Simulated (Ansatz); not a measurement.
Ansatz (an electronic-structure program) input (CCSD(T)/aug-cc-pV(D+d)Z):
A basis named .json is the Basis Set Exchange file of that set.

Ansatz 0.2 input:
```yaml
crystal:
  periodic: [false, false, false]
  atoms:
    - {symbol: Si, position_ang: [1.11070745, -0.00724270, 0.10703146]}
    - {symbol: O, position_ang: [-0.41832094, 0.33328254, -0.41023062]}
    - {symbol: C, position_ang: [-1.59103498, -0.33933816, 0.02089691]}
    - {symbol: H, position_ang: [1.11970240, -0.14546652, 1.59686309]}
    - {symbol: H, position_ang: [1.94797200, 1.14224590, -0.32341083]}
    - {symbol: H, position_ang: [-2.45056569, 0.26334925, -0.27129757]}
    - {symbol: H, position_ang: [-1.60203762, -0.46724288, 1.10787261]}
    - {symbol: H, position_ang: [-1.67219812, -1.32171944, -0.45200438]}
basis:
  gaussian:
    orbitals: aug-cc-pV_D+d_Z.json
magnetization: {spin_polarized: true, initial_magnetization: 1}
correlation: {method: ccsd_t, electrons: outside_noble_gas}
output: {forces: true}
```

End of the output:

```
integrals: 0.39 GiB planned
1222 factors; integrals over basis functions are off by at most 8.6e-4 eV
0.74 GiB of device memory are held for the factors and their scratch space
mean field: 0.50 GiB planned
mean field evaluation 1: about -11006.1407 eV, gradient 2.3e1 eV
mean field evaluation 2: about -11006.1413 eV, gradient 2.3e1 eV
mean field evaluation 4: about -11008.9320 eV, gradient 2.9e0 eV
mean field evaluation 8: about -11009.0192 eV, gradient 1.4e-1 eV
mean field evaluation 16: about -11009.0087 eV, gradient 7.3e-1 eV
mean field evaluation 32: about -11004.2824 eV, gradient 2.4e-1 eV
mean field -11009.01974369 eV, -404.5740133989 hartree, gradient 2.5e-6 eV, S^2 0.754187; 1 other end points of the search recorded, 0 dependent functions left out
7 core orbitals not correlated
reference -11009.01974369 eV, -404.5740133989 hartree; 10, 9 occupied and 106, 107 virtual orbitals, 1222 factors
densities: 10.82 GiB planned
second order -11.91259382 eV of doubles, -0.00000000 eV of singles
coupled cluster: 4.00 GiB planned
cycle   1  -12.47808062 eV  change   -5.7e-1 eV  update   9.2e-2
cycle   2  -12.85351043 eV  change   -3.8e-1 eV  update   2.9e-2
cycle   3  -12.96326598 eV  change   -1.1e-1 eV  update   1.7e-2
cycle   4  -12.96065214 eV  change    2.6e-3 eV  update   5.7e-3
cycle   5  -12.95956210 eV  change    1.1e-3 eV  update   3.1e-3
cycle   6  -12.96039555 eV  change   -8.3e-4 eV  update   1.2e-3
cycle   7  -12.96027001 eV  change    1.3e-4 eV  update   5.0e-4
cycle   8  -12.96032087 eV  change   -5.1e-5 eV  update   1.8e-4
cycle   9  -12.96038437 eV  change   -6.3e-5 eV  update   6.9e-5
cycle  10  -12.96036338 eV  change    2.1e-5 eV  update   3.0e-5
cycle  11  -12.96036743 eV  change   -4.0e-6 eV  update   1.4e-5
cycle  12  -12.96037359 eV  change   -6.2e-6 eV  update   6.0e-6
cycle  13  -12.96037505 eV  change   -1.5e-6 eV  update   2.6e-6
perturbative correction -0.38577587 eV, -0.0141770017 hartree
the calculation of the forces begins
0.74 GiB of device memory are held for the factors and their scratch space
Total energy: -11022.36589460 eV, -405.0644753986 hartree
Atom 0 at     1.110707    -0.007243     0.107031 Å, force     0.772232    -0.249069     0.315044 eV/Å
Atom 1 at    -0.418321     0.333283    -0.410231 Å, force    -0.480496     0.542287    -0.564527 eV/Å
Atom 2 at    -1.591035    -0.339338     0.020897 Å, force     0.019650    -0.098456     0.058511 eV/Å
Atom 3 at     1.119702    -0.145467     1.596863 Å, force     0.017303    -0.032670     0.087948 eV/Å
Atom 4 at     1.947972     1.142246    -0.323411 Å, force     0.062760     0.045672    -0.041286 eV/Å
Atom 5 at    -2.450566     0.263349    -0.271298 Å, force    -0.353833     0.255948    -0.119263 eV/Å
Atom 6 at    -1.602038    -0.467243     1.107873 Å, force    -0.003399    -0.047628     0.465499 eV/Å
Atom 7 at    -1.672198    -1.321719    -0.452004 Å, force    -0.034217    -0.416083    -0.201927 eV/Å
Dipole moment:    -0.185277    -0.142604     0.108299 e Å
```

It need not be the lowest isomer of its formula.
